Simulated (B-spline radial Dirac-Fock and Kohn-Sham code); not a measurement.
## Satellites and hypersatellites of the K lines of Ce⁸⁺

System: the Ce⁸⁺ ion, configuration 1s2 2s2 2p6 3s2 3p6 3d10 4s2 4p6 4d10 5s2 5p2.

Level of theory: Dirac-Fock ΔSCF + Breit + QED; a radial finite-basis atomic code. Each two-hole energy is an average over J within one jj subconfiguration, not an observable level; in light atoms, where LS coupling holds, the j-resolved values are not observed lines, and for a K spectator the Kα1 hypersatellite is nearly forbidden. Correlation energy is missing from these numbers.

Lines without a spectator: Kα2 (K-L2) 34276.3 eV, Kα1 (K-L3) 34717.4 eV, Kβ3 (K-M2) 39165.3 eV, Kβ1 (K-M3) 39253.7 eV. Shifts in eV with one spectator hole (a dash: not computed, or left out as unreliable):

```tsv
spectator hole	Kα2	Kα1	Kβ3	Kβ1
K (1s)	+696.9	+727.6	+894.2	+901.0
L2 (2p1/2)	+80.7	+103.8	–	+213.2
L3 (2p3/2)	+73.0	+75.2	+180.1	–
M2 (3p1/2)	–	+13.50	+29.38	+35.3
M3 (3p3/2)	+9.03	–	+28.45	+28.14
M4 (3d3/2)	+2.19	-0.96	–	–
M5 (3d5/2)	-1.77	+0.79	–	–
```
